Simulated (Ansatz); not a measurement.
The same path of BrH + Cl2H2OSn (8 atoms, charge 0, multiplicity 1) was run twice with different band settings. Lost on the way: Sn1–Cl2, Br7–H8. Made: Sn1–Br7, Cl2–H8.

All numbers below come from RKS PBE/def2-SVP (Ansatz).

Relaxed end points:

```xyz
8
Properties=species:S:1:pos:R:3
Sn -0.258 -0.033 -0.183
Cl -0.588 -0.133 2.183
H 1.388 -0.252 -0.592
O -0.810 1.784 -0.777
H -1.754 1.943 -0.573
Cl -1.725 -1.631 -1.105
Br 2.060 -2.765 1.771
H 1.067 -1.852 2.304
```

```xyz
8
Properties=species:S:1:pos:R:3
Sn -0.009 -0.686 -0.666
Cl 0.487 0.875 2.743
H 1.522 -0.075 -1.168
O -1.345 0.630 -0.011
H -1.042 0.943 0.873
Cl -1.082 -1.765 -2.456
Br 0.379 -2.428 1.154
H 0.470 -0.431 2.557
```

Common settings: movable images 5; climbing image yes; optimiser quadratic models (default); start path through a guess of the saddle point; force threshold 0.05 eV/Å; iteration limit 60; end points relaxed.

| run | spring |
| --- | --- |
| 1 | 5.0 eV/Å² |
| 2 | 2.0 to 10.0 eV/Å², energy-weighted |

(1) What does each run give, and how far can it be trusted?

Answers

(1) Run 1: converged after 24 iterations, highest image 0.500 eV above the first end. A vibrational analysis at the climbing image gives one clearly imaginary mode, 166i cm⁻¹, and a faint second one (15i cm⁻¹) that may be numerical noise or a soft torsion: probably a first-order saddle point.
Run 2: converged after 31 iterations, highest image 0.493 eV above the first end. The order of the stationary point at the top wasn't checked.
The orbitals stay closed-shell, which can raise the energy where a bond breaks towards radicals; this wasn't checked here.
